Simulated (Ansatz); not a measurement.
Relaxation of AlFH₅NOSn (10 atoms, charge 0, multiplicity 1), to a largest force component of 0.02 eV/Å in at most 50 steps.

Level of theory: RKS PBE-D4/def2-SVP in Ansatz 0.2.0.

```xyz
10
Properties=species:S:1:pos:R:3
N -1.437 -0.587 1.154
Sn 0.011 -1.256 -0.080
F 1.628 -1.425 0.927
O 0.360 -0.004 -1.607
Al 0.917 1.528 -0.868
H -2.270 -0.239 0.513
H -1.097 0.332 1.592
H -1.503 -1.571 1.484
H -0.108 2.668 -0.308
H 2.487 1.742 -0.618
```

Question: Where does it end, and by what steps?

Answer: It converged. The force dipped under the threshold on the way, but the program's further checks kept it going. After 39 steps the energy has fallen by 4.102 eV; F3 moved furthest, 1.35 Å. Joined: F3–Al5.

```
step  energy less start (eV)  largest force component (eV/Å)  accepted
   0                  0.0000                           5.586       yes
   2                 -2.6116                           1.187       yes
   4                 -3.1565                           0.914       yes
   6                 -3.4033                           0.367       yes
   8                 -3.7763                           0.798       yes
  10                 -3.9937                           1.036       yes
  12                 -4.0588                           0.192       yes
  14                 -4.0709                           0.081       yes
  16                 -4.0735                           0.030       yes
  18                 -4.0743                           0.047       yes
  20                 -4.0751                           0.059       yes
  22                 -4.0760                           0.093       yes
  24                 -4.0763                           0.118       yes
  26                 -4.0763                           0.377        no
  28                 -4.0822                           0.138       yes
  30                 -4.0827                           0.497        no
  32                 -4.0943                           0.099       yes
  34                 -4.0990                           0.118       yes
  36                 -4.1015                           0.027       yes
  38                 -4.1019                           0.029       yes
  39                 -4.1019                           0.009       yes
```

```xyz
10
Properties=species:S:1:pos:R:3
N -1.307 -0.602 1.094
Sn 0.350 -1.757 -0.315
F 1.482 -0.103 0.709
O 0.268 -0.237 -1.594
Al 0.918 1.118 -0.601
H -1.137 0.396 0.825
H -1.129 -0.674 2.106
H -2.302 -0.810 0.933
H -0.296 1.875 0.199
H 2.142 1.980 -1.167
```

Time of the run: 79 s on 2 threads of Intel(R) Xeon(R) 6975P-C (Granite Rapids) (shared host), peak memory 0.21 GiB.
